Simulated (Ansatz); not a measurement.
The cluster Al2B5. Charge 0, multiplicity 2. Geometry PBE0-D4/def2-SVP.

```csv
atom,x (Å),y (Å),z (Å)
B1,0.4012,1.2784,-0.1541
B2,0.2686,-1.2580,-0.4036
B3,-0.5630,-0.8491,0.8822
B4,-0.6912,0.7375,0.8919
B5,0.5821,0.0813,-1.2135
Al6,-1.5986,0.1083,-1.0176
Al7,1.6008,-0.0983,1.0147
```

LC-ωPBE has ω = 0.4 bohr⁻¹. At HF/def2-TZVP the charge 0 doublet is spin-contaminated (final ⟨S²⟩ up to 0.86, 0.75 for a pure state). Another isomer (doublet) lies 0.50 eV lower at PBE0-D4/def2-TZVP; other spin states weren't run for this one.

Q: Estimate the α-spin orbital energies around the gap (eV) in Ansatz with HF/def2-TZVP, PBE-D4/def2-TZVP, r2SCAN-D4/def2-TZVP, PBE0-D4/def2-TZVP, LC-ωPBE/def2-TZVP.

A: 
```json
{"orbital": "HOMO−9", "HF/def2-TZVP": "-18.35", "PBE-D4/def2-TZVP": "-12.22", "r2SCAN-D4/def2-TZVP": "-12.88", "PBE0-D4/def2-TZVP": "-14.00", "LC-ωPBE/def2-TZVP": "-17.28"}
{"orbital": "HOMO−8", "HF/def2-TZVP": "-18.34", "PBE-D4/def2-TZVP": "-12.22", "r2SCAN-D4/def2-TZVP": "-12.88", "PBE0-D4/def2-TZVP": "-14.00", "LC-ωPBE/def2-TZVP": "-17.27"}
{"orbital": "HOMO−7", "HF/def2-TZVP": "-15.66", "PBE-D4/def2-TZVP": "-10.68", "r2SCAN-D4/def2-TZVP": "-11.12", "PBE0-D4/def2-TZVP": "-12.20", "LC-ωPBE/def2-TZVP": "-15.57"}
{"orbital": "HOMO−6", "HF/def2-TZVP": "-12.50", "PBE-D4/def2-TZVP": "-8.29", "r2SCAN-D4/def2-TZVP": "-8.63", "PBE0-D4/def2-TZVP": "-9.52", "LC-ωPBE/def2-TZVP": "-12.24"}
{"orbital": "HOMO−5", "HF/def2-TZVP": "-12.30", "PBE-D4/def2-TZVP": "-8.16", "r2SCAN-D4/def2-TZVP": "-8.49", "PBE0-D4/def2-TZVP": "-9.37", "LC-ωPBE/def2-TZVP": "-12.07"}
{"orbital": "HOMO−4", "HF/def2-TZVP": "-9.92", "PBE-D4/def2-TZVP": "-7.31", "r2SCAN-D4/def2-TZVP": "-7.51", "PBE0-D4/def2-TZVP": "-8.10", "LC-ωPBE/def2-TZVP": "-10.51"}
{"orbital": "HOMO−3", "HF/def2-TZVP": "-8.72", "PBE-D4/def2-TZVP": "-6.13", "r2SCAN-D4/def2-TZVP": "-6.33", "PBE0-D4/def2-TZVP": "-7.01", "LC-ωPBE/def2-TZVP": "-9.32"}
{"orbital": "HOMO−2", "HF/def2-TZVP": "-8.71", "PBE-D4/def2-TZVP": "-6.13", "r2SCAN-D4/def2-TZVP": "-6.32", "PBE0-D4/def2-TZVP": "-7.00", "LC-ωPBE/def2-TZVP": "-9.32"}
{"orbital": "HOMO−1", "HF/def2-TZVP": "-8.53", "PBE-D4/def2-TZVP": "-6.01", "r2SCAN-D4/def2-TZVP": "-6.18", "PBE0-D4/def2-TZVP": "-6.92", "LC-ωPBE/def2-TZVP": "-9.21"}
{"orbital": "HOMO", "HF/def2-TZVP": "-7.56", "PBE-D4/def2-TZVP": "-4.62", "r2SCAN-D4/def2-TZVP": "-4.85", "PBE0-D4/def2-TZVP": "-5.47", "LC-ωPBE/def2-TZVP": "-7.83"}
{"orbital": "LUMO", "HF/def2-TZVP": "0.42", "PBE-D4/def2-TZVP": "-3.57", "r2SCAN-D4/def2-TZVP": "-3.39", "PBE0-D4/def2-TZVP": "-2.68", "LC-ωPBE/def2-TZVP": "-0.60"}
{"orbital": "LUMO+1", "HF/def2-TZVP": "0.43", "PBE-D4/def2-TZVP": "-3.57", "r2SCAN-D4/def2-TZVP": "-3.38", "PBE0-D4/def2-TZVP": "-2.68", "LC-ωPBE/def2-TZVP": "-0.60"}
{"orbital": "LUMO+2", "HF/def2-TZVP": "1.43", "PBE-D4/def2-TZVP": "-2.95", "r2SCAN-D4/def2-TZVP": "-2.77", "PBE0-D4/def2-TZVP": "-2.01", "LC-ωPBE/def2-TZVP": "0.29"}
{"orbital": "LUMO+3", "HF/def2-TZVP": "1.55", "PBE-D4/def2-TZVP": "-2.92", "r2SCAN-D4/def2-TZVP": "-2.72", "PBE0-D4/def2-TZVP": "-1.97", "LC-ωPBE/def2-TZVP": "0.37"}
{"orbital": "LUMO+4", "HF/def2-TZVP": "2.14", "PBE-D4/def2-TZVP": "-1.43", "r2SCAN-D4/def2-TZVP": "-1.26", "PBE0-D4/def2-TZVP": "-0.70", "LC-ωPBE/def2-TZVP": "1.19"}
{"orbital": "LUMO+5", "HF/def2-TZVP": "2.14", "PBE-D4/def2-TZVP": "-1.39", "r2SCAN-D4/def2-TZVP": "-1.22", "PBE0-D4/def2-TZVP": "-0.67", "LC-ωPBE/def2-TZVP": "1.21"}
{"orbital": "β HOMO", "HF/def2-TZVP": "-6.56", "PBE-D4/def2-TZVP": "-5.42", "r2SCAN-D4/def2-TZVP": "-5.35", "PBE0-D4/def2-TZVP": "-5.93", "LC-ωPBE/def2-TZVP": "-7.48"}
{"orbital": "β LUMO", "HF/def2-TZVP": "-0.45", "PBE-D4/def2-TZVP": "-3.76", "r2SCAN-D4/def2-TZVP": "-3.56", "PBE0-D4/def2-TZVP": "-3.18", "LC-ωPBE/def2-TZVP": "-1.58"}
```
